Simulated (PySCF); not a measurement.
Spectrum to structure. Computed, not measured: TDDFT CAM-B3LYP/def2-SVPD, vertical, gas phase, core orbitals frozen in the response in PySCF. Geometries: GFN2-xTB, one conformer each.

```tsv
state	ν̃ (cm⁻¹)	f	main configurations (H = HOMO, L = LUMO)
S1	47910	0.0095	H→L (88%)
S2	53650	0.0007	H→L+1 (60%), H-1→L+1 (20%)
S3	54810	0.090	H-1→L (60%), H→L+2 (16%)
S4	57620	0.0060	H→L+2 (58%), H-1→L (19%)
S5	58160	0.017	H-1→L+1 (57%), H→L+1 (18%)
S6	59060	0.070	H-2→L (70%), H→L+2 (12%)
S7	59750	0.050	H→L+4 (41%), H→L+3 (24%), H→L+9 (9%)
S8	60800	0.0048	H-1→L+3 (21%), H→L+5 (20%), H-1→L+2 (19%)
```

Triplets computed (Tamm–Dancoff): 5.54, 6.01, 6.10 eV.

Orbital energies (eV): HOMO-3 -10.37, HOMO-2 -9.78, HOMO-1 -9.33, HOMO -8.70, LUMO 0.57, LUMO+1 0.92, LUMO+2 1.25.

Task: Which structure fits? All have the formula CH11NSi3.
A. `N[SiH2]C([SiH3])[SiH3]`
B. `[SiH3]C([SiH3])N[SiH3]`
C. `C[Si@@H]([SiH3])[SiH2]N`
D. `CN[SiH2][SiH2][SiH3]`
E. `C[SiH2]N([SiH3])[SiH3]`

Result: C. Its S1 lies at 5.94 eV; the nearest of the others has S1 at 6.29 eV. S1 is HOMO→LUMO (88%). Löwdin shares by element: HOMO nitrogen 45%, silicon 27% or more, hydrogen 12% or more (atoms not listed hold the other 16%); LUMO silicon 53%, nitrogen 9% (atoms not listed hold the other 38%). At the same level the other candidates give, for their lowest levels:
- `[SiH3]NC([SiH3])[SiH3]`: 5.39 eV (f 0.001); 6.39 eV (f 0.005); 6.51 eV (f 0.007); 6.78 eV (f 0.013); 6.83 eV (f 0.084); T1 5.12 eV; HOMO -7.90, LUMO 0.76 eV
- `C[SiH2]N([SiH3])[SiH3]`: 6.29 eV (f 0.000); 6.76 eV (f 0.016); 7.33 eV (f 0.043); 7.49 eV (f 0.007); 7.70 eV (f 0.015); T1 5.99 eV; HOMO -8.69, LUMO 0.92 eV
- `N[SiH2]C([SiH3])[SiH3]`: 6.42 eV (f 0.012); 7.28 eV (f 0.011); 7.68 eV (f 0.017); 7.90 eV (f 0.005); 7.91 eV (f 0.074); T1 6.07 eV; HOMO -8.90, LUMO 0.90 eV
- `CN[SiH2][SiH2][SiH3]`: 5.38 eV (f 0.003); 6.26 eV (f 0.012); 6.41 eV (f 0.037); 6.67 eV (f 0.016); 6.89 eV (f 0.021); T1 5.07 eV; HOMO -8.10, LUMO 0.48 eV

Shape of the structure used: `[CH3:1][Si@@H:2]([SiH3:3])[SiH2:4][NH2:5]`: C1–Si2–Si4–N5 57°, H–N5–Si4–Si2 -176°, H–N5–Si4–Si2 46°.

Without π bonds the low states are Rydberg-like; a valence basis with one diffuse set may place them up to an eV too high.
